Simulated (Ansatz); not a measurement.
B(SMe2)H3 (C2H9BS), relaxed as a singlet with RKS r2SCAN-D4/def2-SVP in Ansatz, starting from the GFN2-xTB geometry. Force threshold 0.02 eV/Å.

Start:

```csv
atom,x (Å),y (Å),z (Å)
B1,-0.979,-1.414,0.225
S2,-0.634,0.380,-0.522
C3,1.015,0.141,-1.253
C4,-0.130,1.286,0.972
H5,1.636,-0.424,-0.564
H6,1.456,1.108,-1.474
H7,0.878,-0.424,-2.169
H8,0.551,0.672,1.554
H9,0.336,2.224,0.687
H10,-1.030,1.478,1.547
H11,-1.132,-2.095,-0.733
H12,-1.963,-1.268,0.870
H13,-0.005,-1.665,0.859
```

(1) Estimate the energy that the relaxation releases and the steps that it takes.

(2) Does the start keep its bonding and symmetry?

(3) Predict the relaxed structure.

Answers

(1) 0.08 eV, in 5 steps; 11 s on 4 threads of Arm Neoverse V2 on a shared host. No frequencies were taken in this run, so the end may be a saddle point.

(2) By distances, no bond broke or formed. The bond that changes most is B1–H11, from 1.19 to 1.22 Å (atoms count from 1). Point group Cs at the start, Cs at the end, both within 0.05 Å.

(3) 
```xyz
13

B    -0.995   -1.417    0.218
S    -0.591    0.354   -0.486
C     1.031    0.140   -1.254
C    -0.121    1.292    0.985
H     1.703   -0.370   -0.549
H     1.436    1.115   -1.562
H     0.878   -0.496   -2.137
H     0.618    0.717    1.563
H     0.272    2.277    0.697
H    -1.035    1.416    1.582
H    -1.165   -2.076   -0.796
H    -2.017   -1.226    0.856
H    -0.015   -1.726    0.882
```
Bond lengths: 2 × C–S 1.81 Å; 1 × B–S 1.95 Å; 6 × C–H 1.10 Å; 3 × B–H 1.22 Å.
